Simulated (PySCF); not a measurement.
Species: C7H12AlN.
Bonds: C1–C2, C2–Al3, Al3–N4, N4–C5 (aromatic), C5–C6 (aromatic), C6–C7 (aromatic), C7–C8 (aromatic), C8–C9 (aromatic), N4–C9 (aromatic). Hydrogens: H10, H11, H12 on C1; H13, H14 on C2; H15, H16 on Al3; H17 on C5; H18 on C6; H19 on C7; H20 on C8; H21 on C9.

All values: PBE0/pcSseg-1 (PySCF, non-relativistic), on one gas-phase PBE0-D3(BJ)/def2-SVP geometry that isn't relaxed in the solvent. The solvent is an IEF-PCM continuum (van der Waals radii × 1.2). Only the electrostatic response of the medium enters.

Gas phase at PBE0/pcSseg-1: HOMO -6.45 eV, LUMO -2.13 eV, dipole 6.89 D.

Task: What does the continuum do to the energy, the frontier levels and the dipole at PBE0/pcSseg-1 in chloroform and dimethylsulfoxide?

Result: 
| solvent | ε | E(solvent) − E(gas) (kcal/mol) | polarisation term (kcal/mol) | distortion of the solute (kcal/mol) | HOMO (eV) | LUMO (eV) | dipole (D) |
| --- | --- | --- | --- | --- | --- | --- | --- |
| chloroform | 4.711 | -6.87 | -7.76 | 0.89 | -6.72 | -1.73 | 8.14 |
| dimethylsulfoxide | 46.83 | -9.38 | -11.06 | 1.68 | -6.83 | -1.63 | 8.62 |

The first energy column is the sum of the next two and covers electrostatics alone. From chloroform to dimethylsulfoxide the lowering changes by a factor 1.37, Onsager's factor (ε − 1)/(2ε + 1) by 1.36 and ε itself by 9.9.

Task: Which radius a makes the point-dipole formula ΔE = −[(ε − 1)/(2ε + 1)]·μ²/a³ give the value in dimethylsulfoxide, with the gas-phase dipole?

Result: μ = 2.709 au and |ΔE| = 0.01495 Eh give a = 3.28 Å; the farthest nucleus lies 4.10 Å from the centroid of the nuclei, so such a sphere wouldn't even hold the nuclei. The formula assumes a rigid point dipole at the centre of a sphere.

Task: Which Hirshfeld charges (PBE0/pcSseg-1) respond most in chloroform (means over atoms taken as equivalent)?

Result: 
```json
{"atoms": "H15/H16", "environment": "Al–H hydrogen", "gas (e)": "-0.206", "solvent (e)": "-0.221", "change": "-0.015"}
{"atoms": "H19", "environment": "aromatic hydrogen", "gas (e)": "+0.069", "solvent (e)": "+0.079", "change": "+0.010"}
{"atoms": "N4", "environment": "nitrogen bonded to Al and 2 C", "gas (e)": "-0.053", "solvent (e)": "-0.062", "change": "-0.009"}
{"atoms": "H18/H20", "environment": "aromatic hydrogen", "gas (e)": "+0.068", "solvent (e)": "+0.076", "change": "+0.008"}
{"atoms": "C7", "environment": "aromatic CH carbon", "gas (e)": "-0.009", "solvent (e)": "-0.001", "change": "+0.008"}
{"atoms": "C6/C8", "environment": "aromatic CH carbon", "gas (e)": "-0.033", "solvent (e)": "-0.028", "change": "+0.005"}
{"atoms": "C5/C9", "environment": "aromatic CH next to a ring nitrogen", "gas (e)": "+0.060", "solvent (e)": "+0.057", "change": "-0.003"}
{"atoms": "C2", "environment": "chain CH2 carbon", "gas (e)": "-0.229", "solvent (e)": "-0.231", "change": "-0.002"}
```

Task: Which Mayer bond orders change most in chloroform?

Result: 
```
   bond  length (Å)    gas  solvent  change
 Al3–N4       2.055  0.310    0.342  +0.032
Al3–H16       1.614  0.863    0.832  -0.031
Al3–H15       1.612  0.862    0.835  -0.027
  N4–C5       1.338  1.304    1.291  -0.013
  C9–N4       1.338  1.311    1.298  -0.013
  C5–C6       1.389  1.431    1.440  +0.009
 C2–Al3       1.991  0.803    0.811  +0.008
  C8–C9       1.389  1.432    1.440  +0.008
```

Task: How do the nuclear quadrupole coupling constants eQVzz/h respond in chloroform?

Result: 
```tsv
nucleus	Q (barn)	gas (MHz)	solvent (MHz)	η gas	η solvent
27Al at Al3	0.1466	29.29	27.14	0.10	0.18
14N at N4	0.02044	-3.52	-3.27	0.17	0.14
```

On an Arm Neoverse V1 with one thread, on a shared host, this took 40 s and 1.3 GiB of memory at its peak. This is the whole shielding run at PBE0/pcSseg-1 in dimethylsulfoxide, SCF included.

Shape of the structure used: `[CH3:1][CH2:2][AlH2-:3][n+:4]1[cH:5][cH:6][cH:7][cH:8][cH:9]1`: C1–C2–Al3–N4 -57°, C2–Al3–N4–C5 87°.
